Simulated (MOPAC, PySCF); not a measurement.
BI3, SMILES `IB(I)I`, neutral singlet in the gas phase. 

Cartesian coordinates (Å):
SMILES: IB(I)I
```xyz
4

I      2.1031    -0.1996     0.0280
B      0.0001     0.0003    -0.0006
I     -0.8798     1.9210    -0.0114
I     -1.2234    -1.7218    -0.0160
```
Charge 0, multiplicity 1.

All levels are single points at this geometry (CAM-B3LYP-D3(BJ)/def2-TZVP); Pople sets use spherical d functions. Orbital energies aren't observables, and empty levels follow the basis.

```csv
level,HOMO (eV),LUMO (eV),gap (eV),dipole (D),"vertical IE, Delta-SCF (eV)"
CAM-B3LYP-D3(BJ)/def2-TZVP in PySCF,-8.60,-1.44,7.16,0.00,9.42
PBE-D3(BJ)/def2-TZVP in PySCF,-6.25,-3.23,3.02,0.00,8.72
TPSSh-D3(BJ)/def2-TZVP in PySCF,-6.80,-2.88,3.91,0.00,8.96
B3LYP/6-311+G** (LANL2DZ on I) in PySCF,-7.20,-2.53,4.68,0.00,–
B3LYP/6-31G* (LANL2DZ on I) in PySCF,-7.19,-2.51,4.68,0.00,9.22
B3LYP/LANL2DZ in PySCF,-7.24,-2.64,4.60,0.00,–
PBE/6-31G* (LANL2DZ on I) in PySCF,-6.33,-3.17,3.17,0.00,8.91
AM1 in MOPAC,-10.87,-2.21,8.66,0.00,–
PM6 in MOPAC,-9.76,-3.62,6.15,0.00,–
```
